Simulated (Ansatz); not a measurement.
Cost and result for the atomization energy of `F[Si]O[SiH3]` (7 atoms, 6 bonds).

Charge 0, multiplicity 1. The structure was optimised at the PBE0-D4/def2-TZVP level. It is one conformer, not always the lowest. Program: Ansatz. All runs use 2 threads of a server CPU on a shared host. Times are those of one run each, without the atoms' runs, and a repeat can differ threefold. Electronic energies, without spin–orbit coupling; frozen cores. CCSD(T)/CBS adds CCSD(T) − MP2 in def2-TZVPP to the MP2 limit, and its time is that of the two runs behind it. T1 = 0.014. HSE06 is the plane-wave form, built on full-range PBE exchange.

CCSD(T)/CBS is a level of theory with its own doubt, some kJ/mol a heavy atom from the limit and from the frozen cores, so smaller differences don't rank the functionals.

```json
{"level": "revPBE-D4/def2-TZVPP", "functions": "188", "wall time": "1.9 s"}
{"level": "BLYP-D4/def2-TZVPP", "functions": "188", "wall time": "2 s"}
{"level": "PBE0-D4/def2-TZVPP", "functions": "188", "wall time": "2.7 s"}
{"level": "CCSD(T)/def2-SVP", "functions": "79", "wall time": "2.8 s"}
{"level": "BHLYP-D4/def2-TZVPP", "functions": "188", "wall time": "2.9 s"}
{"level": "HSE06-D4/def2-TZVPP", "functions": "188", "wall time": "3.1 s"}
{"level": "CAM-B3LYP-D4/def2-TZVPP", "functions": "188", "wall time": "3.5 s"}
{"level": "r2SCANh-D4/def2-TZVPP", "functions": "188", "wall time": "3.9 s"}
{"level": "ωB97X-V/def2-TZVPP", "functions": "188", "wall time": "8 s"}
{"level": "ωB97M-V/def2-TZVPP (with forces)", "functions": "188", "wall time": "11 s"}
{"level": "MP2/def2-QZVPP", "functions": "344", "wall time": "23 s"}
{"level": "CCSD(T)/def2-TZVPP", "functions": "188", "wall time": "37 s"}
{"level": "CCSD(T)/CBS(def2)", "functions": "–", "wall time": "59 s"}
```

(1) What atomization energy does each give, and how far from CCSD(T)/CBS? (Estimate.)

## Answers

(1) Ansatz gave: 
```json
{"level": "revPBE-D4/def2-TZVPP", "atomization (kJ/mol)": "2495.4", "difference from CCSD(T)/CBS": "-82.2", "per bond": "-13.7"}
{"level": "BLYP-D4/def2-TZVPP", "atomization (kJ/mol)": "2559.0", "difference from CCSD(T)/CBS": "-18.6", "per bond": "-3.1"}
{"level": "PBE0-D4/def2-TZVPP", "atomization (kJ/mol)": "2506.9", "difference from CCSD(T)/CBS": "-70.7", "per bond": "-11.8"}
{"level": "CCSD(T)/def2-SVP", "atomization (kJ/mol)": "2344.3", "difference from CCSD(T)/CBS": "-233.3", "per bond": "-38.9"}
{"level": "BHLYP-D4/def2-TZVPP", "atomization (kJ/mol)": "2481.2", "difference from CCSD(T)/CBS": "-96.4", "per bond": "-16.1"}
{"level": "HSE06-D4/def2-TZVPP", "atomization (kJ/mol)": "2508.3", "difference from CCSD(T)/CBS": "-69.3", "per bond": "-11.6"}
{"level": "CAM-B3LYP-D4/def2-TZVPP", "atomization (kJ/mol)": "2578.2", "difference from CCSD(T)/CBS": "0.6", "per bond": "0.1"}
{"level": "r2SCANh-D4/def2-TZVPP", "atomization (kJ/mol)": "2528.7", "difference from CCSD(T)/CBS": "-48.9", "per bond": "-8.2"}
{"level": "ωB97X-V/def2-TZVPP", "atomization (kJ/mol)": "2576.7", "difference from CCSD(T)/CBS": "-0.9", "per bond": "-0.2"}
{"level": "ωB97M-V/def2-TZVPP (with forces)", "atomization (kJ/mol)": "2580.3", "difference from CCSD(T)/CBS": "2.7", "per bond": "0.4"}
{"level": "MP2/def2-QZVPP", "atomization (kJ/mol)": "2604.4", "difference from CCSD(T)/CBS": "26.8", "per bond": "4.5"}
{"level": "CCSD(T)/def2-TZVPP", "atomization (kJ/mol)": "2496.5", "difference from CCSD(T)/CBS": "-81.1", "per bond": "-13.5"}
{"level": "CCSD(T)/CBS(def2)", "atomization (kJ/mol)": "2577.6", "difference from CCSD(T)/CBS": "0.0", "per bond": "0.0"}
```

In def2-TZVPP, CCSD(T) changes the Hartree–Fock value by +607.9 kJ/mol (the triples alone add +35.5 kJ/mol) and MP2 by +665.5 kJ/mol; breaking electron pairs costs correlation energy, which Hartree–Fock lacks. At CCSD(T), def2-SVP lies −233.3 kJ/mol from the extrapolated value and def2-TZVPP −81.2 kJ/mol: correlation converges slowly with the basis, and small sets miss more of it in the bonded molecule than in its fragments. From r2SCAN to r2SCAN0 (25 % exact exchange), in def2-TZVPP and without D4, the atomization energy moves by −54.2 kJ/mol: exact exchange takes away binding that semilocal exchange gives to molecules.
